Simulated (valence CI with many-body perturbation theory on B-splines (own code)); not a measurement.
**Hf49+: magnetic and hyperfine properties of the levels**

Computed by configuration interaction combined with many-body perturbation theory (CI+MBPT): five valence electrons over a frozen Dirac-Fock core [Ar], a basis of 7 s, 7 p, 8 d, 6 f, 4 g, 1 h functions for each j, with the one-electron correlation potential Σ1 (screened to all orders), the two-electron term Σ2, the three-electron term Σ3, Breit, model QED; selected single and double excitations, second order for the rest, scaled by the run's own slope (own B-spline code, finite nucleus).

The last digits are not significant, and no measured levels were compared; by estimate large intervals hold to a few tenths of a per cent, small ones and those within an open d or f shell to about a per cent. Excitations out of the core, of the other parity, are not computed and may begin above about 239 eV (a cautious bound); beyond it only levels of the ground parity were kept, without lifetimes. Only levels of the ground parity were solved; by the run's estimate the other parity begins above the list, which can be wrong where configurations are misplaced.

A/g_I is the dipole constant over the nuclear g factor μ/I (μ in nuclear magnetons, uniformly magnetised nucleus), B/Q the quadrupole constant per barn. Both hold the static response of the core; the bare values leave it out. Large factors of s and p1/2 electrons are usually good to 5 to 10 %; those of open d and f shells near neutrality can be off by tens of per cent, and small factors of p3/2, d and f electrons come from cancelling terms and can be off by a factor of two or in sign, in half-filled shells by more. B is blank for J = 1/2, where it vanishes, and for nearly pure S terms. Energies count from the lowest level.

Levels are named by their leading jj configuration (3d3/2^4 stands for four electrons in 3d with j = 3/2), which in mixed levels can hold well under half, so a name can repeat and another be missing. Letters in brackets count levels of one name in rising energy.

| Level | E (cm⁻¹) | g | A/g_I (MHz) | A/g_I bare | B/Q (MHz/b) | B/Q bare |
| --- | --- | --- | --- | --- | --- | --- |
| (3d3/2^4 3d5/2) J=5/2 | 0 | 1.295 | 32100 | 33000 | 60200 | 60800 |
| (3d3/2^3 3d5/2^2) J=5/2 [a] | 404280 | 1.333 | 19900 | 20900 | 23800 | 24000 |
| (3d3/2^3 3d5/2^2) J=7/2 [a] | 496220 | 1.157 | 39400 | 40000 | 67000 | 67700 |
| (3d3/2^3 3d5/2^2) J=11/2 | 506810 | 1.102 | 50500 | 50900 | -1490 | -1630 |
| (3d3/2^3 3d5/2^2) J=3/2 [a] | 509990 | 1.160 | 49600 | 50200 | 55400 | 56000 |
| (3d3/2^3 3d5/2^2) J=9/2 | 549060 | 1.132 | 45100 | 45600 | 68100 | 68800 |
| (3d3/2^3 3d5/2^2) J=5/2 [b] | 577010 | 1.132 | 46600 | 47100 | -2670 | -2670 |
| (3d3/2^3 3d5/2^2) J=1/2 | 602840 | 1.802 | -26000 | -23600 |  |  |
| (3d3/2^3 3d5/2^2) J=7/2 [b] | 612990 | 1.075 | 54800 | 55100 | -72400 | -73200 |
| (3d3/2^3 3d5/2^2) J=3/2 [b] | 740790 | 0.796 | 87000 | 86600 | -70100 | -70900 |
| (3d3/2^2 3d5/2^3) J=5/2 [a] | 893110 | 1.298 | 16600 | 17500 | 3980 | 4040 |
| (3d3/2^2 3d5/2^3) J=7/2 [a] | 959660 | 1.209 | 33500 | 34200 | -3650 | -3700 |
| (3d3/2^2 3d5/2^3) J=11/2 | 963580 | 1.086 | 49500 | 49900 | 1270 | 1300 |
| (3d3/2^2 3d5/2^3) J=9/2 [a] | 979370 | 1.140 | 42800 | 43300 | -7410 | -7500 |
| (3d3/2^2 3d5/2^3) J=13/2 | 1003200 | 1.066 | 53200 | 53500 | -73.3 | -66.2 |
| (3d3/2^2 3d5/2^3) J=1/2 [a] | 1015300 | 0.461 | 138000 | 136000 |  |  |
| (3d3/2^2 3d5/2^3) J=3/2 [a] | 1025000 | 1.166 | 41600 | 42200 | 2320 | 2320 |
| (3d3/2^2 3d5/2^3) J=5/2 [b] | 1034500 | 1.020 | 58400 | 58600 | -7500 | -7560 |
| (3d3/2^2 3d5/2^3) J=9/2 [b] | 1075700 | 1.097 | 48800 | 49200 | 1890 | 1910 |
| (3d3/2^2 3d5/2^3) J=7/2 [b] | 1094700 | 0.981 | 65100 | 65100 | -1740 | -1770 |
| (3d3/2^2 3d5/2^3) J=5/2 [c] | 1111100 | 1.046 | 55200 | 55400 | 7740 | 7810 |
| (3d3/2^2 3d5/2^3) J=3/2 [b] | 1116700 | 0.848 | 80700 | 80400 | 5710 | 5810 |
| (3d3/2^2 3d5/2^3) J=7/2 [c] | 1161900 | 1.031 | 58800 | 59100 | 2380 | 2400 |
| (3d3/2^2 3d5/2^3) J=1/2 [b] | 1162600 | 1.764 | -32400 | -30200 |  |  |
| (3d3/2^2 3d5/2^3) J=9/2 [c] | 1230200 | 1.103 | 48000 | 48400 | 24800 | 25100 |
| (3d3/2^2 3d5/2^3) J=3/2 [c] | 1351000 | 1.179 | 39100 | 39700 | -20200 | -20400 |
| (3d3/2^2 3d5/2^3) J=5/2 [d] | 1375300 | 1.187 | 38800 | 39400 | 16900 | 17100 |
| (3d3/2 3d5/2^4) J=5/2 [a] | 1456000 | 1.216 | 23800 | 24500 | -27500 | -27800 |
| (3d3/2 3d5/2^4) J=7/2 [a] | 1524100 | 1.179 | 37900 | 38500 | -79200 | -80100 |
| (3d3/2 3d5/2^4) J=11/2 | 1536500 | 1.067 | 51600 | 51900 | 193 | 333 |
| (3d3/2 3d5/2^4) J=3/2 [a] | 1549400 | 0.977 | 55700 | 55800 | -59500 | -60100 |
| (3d3/2 3d5/2^4) J=9/2 | 1594400 | 1.111 | 45800 | 46200 | -87300 | -88300 |
| (3d3/2 3d5/2^4) J=5/2 [b] | 1630500 | 1.107 | 46400 | 46800 | 13200 | 13300 |
| (3d3/2 3d5/2^4) J=7/2 [b] | 1656900 | 1.008 | 58000 | 58100 | 87700 | 88700 |
| (3d3/2 3d5/2^4) J=1/2 | 1719100 | 1.267 | -10900 | -10100 |  |  |
| (3d3/2 3d5/2^4) J=3/2 [b] | 1842100 | 0.864 | 84900 | 84600 | 86300 | 87300 |
| (3d5/2^5) J=5/2 | 2082600 | 1.148 | 37000 | 37500 | -88100 | -89000 |

Problem. Take the isotope of mass number 177, with I = 7/2, μ = 0.791 μN and Q = 3.37 b. What is the hyperfine structure of (3d3/2^3 3d5/2^2) J=1/2?

Solution. From the table A = -5870 MHz. Shifts from the centre of gravity in MHz: F = 3: 13200, F = 4: -10300.
